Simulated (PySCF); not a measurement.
Compound: C6H7N2O (doublet state).
Geometry (GFN2-xTB, Å), atoms numbered from 1 in this order:
```
atom  x, y, z in Å
C1    -2.7192   -0.7035    0.4662
C2    -1.2988   -0.3180    0.2266
C3    -0.9360    0.9341   -0.2854
N4     0.3264    1.2280   -0.5062
C5     1.2588    0.3465   -0.2339
C6     2.7402    0.6775   -0.4600
O7     3.5637   -0.3047   -0.1850
C8     0.9108   -0.9007    0.2916
N9    -0.3464   -1.1963    0.5015
H10   -3.2312    0.0636    1.0433
H11   -2.7556   -1.6484    1.0003
H12   -3.2414   -0.8149   -0.4832
H13   -1.6692    1.6934   -0.5198
H14    2.7765    0.9714   -1.5353
H15    2.9270    1.5978    0.1410
H16    1.6869   -1.6168    0.5269
```

Identity: `Cc1cnc(C[O])cn1` [radical].

Computed with PySCF, UKS B3LYP, pcH-1 on C H N O, non-relativistic, mean-field spin-orbit, GIAO. One conformer (not necessarily the lowest) at the GFN2-xTB geometry, without solvent, vibrations or thermal averaging. Couplings are sensitive to structure, and on GFN2-xTB geometries they can be far from those on DFT ones.

Output of the driver script. Atoms in this output count from 0.

```
UKS, coarse grid
  cycle   1  E = -417.20734094  |g| = 7.41e-01
  cycle   2  E = -409.40124069  |g| = 2.61e+00
  cycle   3  E = -417.31126803  |g| = 4.70e-01
  cycle   4  E = -417.42958388  |g| = 3.97e-01
  ...
  cycle  32  E = -417.51447631  |g| = 4.34e-03
  cycle  33  E = -417.51491873  |g| = 3.53e-03
  cycle  34  E = -417.51494935  |g| = 1.16e-02
  cycle  35  E = -417.51517262  |g| = 1.40e-02
  cycle  36  E = -417.51525715  |g| = 6.76e-03
  cycle  37  E = -417.51517461  |g| = 1.56e-02
  cycle  38  E = -417.51525948  |g| = 3.50e-03
  cycle  39  E = -417.51535607  |g| = 1.10e-03
  cycle  40  E = -417.51537821  |g| = 5.09e-03
UKS, final grid
  cycle   1  E = -417.51534822  |g| = 3.19e-03
  cycle   2  E = -417.51534132  |g| = 5.06e-03
  cycle   3  E = -417.51535379  |g| = 8.25e-04
  cycle   4  E = -417.51535430  |g| = 4.06e-04
  cycle   5  E = -417.51535461  |g| = 2.38e-04
  cycle   6  E = -417.51535488  |g| = 1.99e-04
  cycle   7  E = -417.51535518  |g| = 1.96e-04
  cycle   8  E = -417.51535602  |g| = 1.90e-04
  cycle   9  E = -417.51535740  |g| = 1.55e-04
  cycle  10  E = -417.51535873  |g| = 1.28e-04
  cycle  11  E = -417.51535951  |g| = 7.46e-05
  cycle  12  E = -417.51535967  |g| = 4.71e-05
  cycle  13  E = -417.51535972  |g| = 4.12e-05
  cycle  14  E = -417.51535974  |g| = 1.94e-05
  cycle  15  E = -417.51535974  |g| = 1.44e-05
E = -417.51535974 Eh   <S^2> = 0.7540 (exact 0.7500)
g shifts (ppm)      1          2          3
  rmc          -273       -273       -273
  gc            -13         28         43
  oz_so          88       5732      61318
  total        -197       5487      61088
hyperfine (MHz)  atom isotope    a_iso     a_fc   dipolar eigenvalues
    0   13C      -0.18      -0.18     -0.12     -0.06      0.18
    1   13C       0.81       0.81     -0.95     -0.40      1.35
    2   13C      -1.04      -1.04     -1.33      0.36      0.97
    3   14N       0.64       0.64     -0.55     -0.20      0.76
    4   13C      -0.57      -0.57     -2.29     -0.59      2.88
    5   13C     -47.11     -47.11     -8.04      3.19      4.85
    6   17O     -49.32     -49.32   -255.45    127.20    128.25
    7   13C      -0.43      -0.43     -1.72      0.30      1.42
    8   14N       0.33       0.33     -0.49     -0.02      0.51
    9    1H       0.86       0.86     -0.29     -0.25      0.54
   10    1H       0.15       0.15     -0.33     -0.30      0.63
   11    1H       1.21       1.21     -0.30     -0.28      0.58
   12    1H       0.33       0.33     -0.59     -0.41      1.00
   13    1H     304.24     304.24     -8.39     -4.52     12.91
   14    1H     168.85     168.85     -8.21     -4.24     12.44
   15    1H       0.20       0.20     -4.64     -3.70      8.34
```

Problem. The SCF converged. Why should these EPR parameters still be doubted?

Solution. The largest g shift is +0.061, past the limit of 0.03 at which the run flags a species of elements up to argon. The orbital-Zeeman/spin–orbit term is second order, a sum of spin–orbit matrix elements over excitation energies, so it grows and becomes less reliable as an excited state comes close; a shift this large should be checked with a method that treats spin–orbit coupling variationally or among several states. The contact and dipolar couplings don't rest on that expansion, but they belong to the state that the SCF found, and a close-lying state with the spin in another orbital would have other couplings; no stability test was run.

Problem. Where is the spin in this solution (atoms counted from 1)?

Solution. The largest Mulliken spin populations are on O7 (+0.85), H14 (+0.13), C6 (-0.08) and H15 (+0.07). No atom but O7 exceeds +0.15. The positive populations add up to 1.09 and the negative ones to -0.09, together 2S = 1. ⟨S²⟩ = 0.7540 against the exact 0.7500, so spin contamination is small. 

Problem. Average a_iso over equivalent nuclei, turn it into first-order splittings with g = 2.0023, and give the multiplets for abundant isotopes (0.05 mT or more).

Solution. 
| nuclei (from 1) | isotope | I | position | a_iso (MHz) | \|a\| (mT) | splits into |
| --- | --- | --- | --- | --- | --- | --- |
| H14/H15 | 1H | 1/2 | 2 bonds from O7 | 236.5 | 8.44 | 1:2:1 triplet |

Nuclei that the bonding pattern makes equivalent are averaged, as if the motion that swaps them (rotation, inversion, ring flip) were fast. The 1H value of +236.5 MHz is a mean of couplings from 168.9 to 304.2 MHz in this one geometry, not an average over conformers.

Hardware: an Arm Neoverse V2 with one thread, no GPU, shared host. Cost: 2.5 min (with the writing of density and orbital grids), 0.97 GiB resident at most.
